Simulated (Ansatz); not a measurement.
C2H4FNSi (`N#C[SiH2]CF`), relaxed with RKS PBE-D4/def2-SVP in Ansatz from a rough embedded geometry. The force threshold is 0.03 eV/Å; the program also tests the step.

Total charge 0; spin multiplicity 1.

Start:

```xyz
9

N     0.393   -0.838    2.906
C    -0.054   -0.670    1.847
Si   -0.676   -0.329    0.118
C     0.657    0.585   -0.921
F     0.210    0.785   -2.142
H    -1.117   -1.559   -0.563
H    -1.880    0.603    0.164
H     1.532   -0.080   -1.006
H     0.937    1.505   -0.404
```

(1) By how much does the energy fall, and how many steps does the optimiser take? (Estimate.)

(2) Which bonds change most? (Estimate.)

(3) Give the relaxed structure. (An estimate is asked.)

Answers

(1) Ansatz gave: 19.36 kJ/mol, in 4 steps.

(2) Computed: C4–F5 from 1.315 to 1.392 Å; Si3–H7 from 1.524 to 1.497 Å; Si3–H6 from 1.474 to 1.498 Å; C4–H9 from 1.092 to 1.113 Å.

(3) Ansatz gave: 
```xyz
9

N     0.399   -0.832    2.862
C    -0.061   -0.639    1.799
Si   -0.723   -0.302    0.089
C     0.668    0.556   -0.897
F     0.194    0.828   -2.178
H    -1.103   -1.608   -0.536
H    -1.918    0.592    0.218
H     1.567   -0.098   -0.959
H     0.976    1.503   -0.399
```
